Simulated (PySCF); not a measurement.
# Predicted spectroscopic data

Level of theory: GFN2-xTB geometry, shieldings: GIAO PBE0/pcSseg-1, in PySCF 2.14 (no relativistic terms, one computed conformer, isolated molecule, one averaged value for each set of equivalent atoms).

Shifts are taken against calculated references (same method and geometry level): ¹H, ¹³C vs TMS. Where no couplings were computed, multiplicities follow the n + 1 count of equivalent neighbours, and m marks all less simple cases (inequivalent or close neighbours, rings, F or P nearby). Shifts are as computed. Against solution values, carbons near 30 ppm lie about +3 ppm off and those near 130 ppm about +5 ppm. Of 1211 compounds with measured shifts, 218 miss one by over three times the rms of a fit or turn the order of signals round; such compounds aren't used in these exercises.

**1.** `CCc1nnn(C)c1C`, C$_{6}$H$_{11}$N$_{3}$. ¹H NMR (600 MHz, computed): δ 3.99 (s, 3H), 2.84 (q, 2H), 2.37 (s, 3H), 1.18 (t, 3H). ¹³C{¹H} NMR (computed): δ 151.5, 134.2, 34.8, 23.5, 19.1, 10.0.

**2.** `CC1=NN=C(CC)N1C`, C$_{6}$H$_{11}$N$_{3}$. ¹H NMR (600 MHz, computed): δ 3.52 (s, 3H), 2.83 (q, 2H), 2.44 (s, 3H), 1.17 (t, 3H). ¹³C{¹H} NMR (computed): δ 158.7, 153.7, 30.1, 23.0, 16.5, 13.3.
